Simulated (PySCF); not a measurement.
**Mg (magnesium, neutral) across methods**

[Ne] 3s1 4s1, high-spin 3S determinant (an excited configuration). Calculation: PySCF 2.14, in dyall-acv3z (20s13p7d4f, 122 functions); no relativity, point nucleus.

```json
{"method": "LDA", "E (hartree)": "-198.9538", "mean ε 2p β (eV)": "-51.779", "mean ε 3s α (eV)": "-8.388", "mean ε 4s α (eV)": "-1.615", "Σ⟨r²⟩ (bohr²)": "90.28", "⟨S²⟩": "2.000"}
{"method": "HSE06", "E (hartree)": "-199.8052", "mean ε 2p β (eV)": "-55.284", "mean ε 3s α (eV)": "-8.751", "mean ε 4s α (eV)": "-1.639", "Σ⟨r²⟩ (bohr²)": "91.66", "⟨S²⟩": "2.000"}
{"method": "PBE0", "E (hartree)": "-199.7906", "mean ε 2p β (eV)": "-55.724", "mean ε 3s α (eV)": "-9.121", "mean ε 4s α (eV)": "-1.885", "Σ⟨r²⟩ (bohr²)": "91.69", "⟨S²⟩": "2.000"}
{"method": "PW91", "E (hartree)": "-199.8776", "mean ε 2p β (eV)": "-51.740", "mean ε 3s α (eV)": "-8.309", "mean ε 4s α (eV)": "-1.632", "Σ⟨r²⟩ (bohr²)": "89.36", "⟨S²⟩": "2.000"}
{"method": "r2SCAN", "E (hartree)": "-199.8666", "mean ε 2p β (eV)": "-53.159", "mean ε 3s α (eV)": "-8.529", "mean ε 4s α (eV)": "-1.569", "Σ⟨r²⟩ (bohr²)": "94.16", "⟨S²⟩": "2.000"}
{"method": "UHF", "E (hartree)": "-199.46003", "mean ε 2p β (eV)": "-67.000", "mean ε 3s α (eV)": "-11.352", "mean ε 4s α (eV)": "-2.404", "Σ⟨r²⟩ (bohr²)": "99.70", "⟨S²⟩": "2.000"}
{"method": "PBE", "E (hartree)": "-199.7737", "mean ε 2p β (eV)": "-51.599", "mean ε 3s α (eV)": "-8.260", "mean ε 4s α (eV)": "-1.627", "Σ⟨r²⟩ (bohr²)": "89.70", "⟨S²⟩": "2.000"}
```

**Question.** Estimate the same row for BP86.

**Answer.** E (hartree) = -199.9111; mean ε 2p β (eV) = -51.759; mean ε 3s α (eV) = -8.386; mean ε 4s α (eV) = -1.675; Σ⟨r²⟩ (bohr²) = 89.75; ⟨S²⟩ = 2.000.

The outer electron is Rydberg-like, and this basis confines it to a smaller radius and binds it less than a complete one would.
